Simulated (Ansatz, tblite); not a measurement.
Removing and adding an electron: MoNCl₃. Charge 0, multiplicity 1. Geometry: B3LYP-D4/def2-SVP. Ansatz, gas phase; energy differences of separate SCF runs; the oxidised species was run as a doublet alone; the reduced species was run as a doublet alone.

```xyz
5

Mo   -0.0304    0.0273    0.0070
N    -1.2235    1.0947    0.2809
Cl    1.7791    0.8384    1.1086
Cl    0.2456   -0.0153   -2.2441
Cl   -0.7708   -1.9451    0.8476
```

In the def2 sets Mo takes a core potential; there is no spin–orbit coupling. The xTB rows come from tblite. HOMO above LUMO, or a gap near zero within one spin, warns that the state may not be the lowest or that an electron is smeared out.

```
               level  −HOMO (eV)  vertical IE (eV)  −LUMO (eV)  vertical EA (eV)  HOMO–LUMO gap (eV)  IE − EA (eV)                                                                remarks
            GFN1-xTB       12.30             15.24        9.63              7.04                2.67          8.19                                                                      –
            GFN2-xTB       10.41             14.00        9.36              6.82                1.05          7.18                                                                      –
    PBE-D4/def2-TZVP        7.94             10.71        4.85                 –                3.10             –                             gap within one spin near zero (+1 doublet)
   PBE-D4/def2-TZVPD        7.97                 –        4.88              2.17                3.09             –  HOMO above zero (-1 doublet), restricted SCF unstable in HF (singlet)
 r2SCAN-D4/def2-TZVP        8.30             10.95        4.89                 –                3.41             –                                restricted SCF unstable in HF (singlet)
r2SCAN-D4/def2-TZVPD        8.30                 –        4.90              2.34                3.41             –  HOMO above zero (-1 doublet), restricted SCF unstable in HF (singlet)
   PBE0-D4/def2-TZVP        9.35             11.25        4.18                 –                5.16             –                                restricted SCF unstable in HF (singlet)
  PBE0-D4/def2-TZVPD        9.36                 –        4.20              2.58                5.16             –                                restricted SCF unstable in HF (singlet)
```

   A HOMO above zero means that the electron is unbound at that level or that self-interaction error raises the level; the energy of removing that electron tells which. Raw xTB energy differences between charge states are shifted by several eV; the methods need an empirical correction for them.
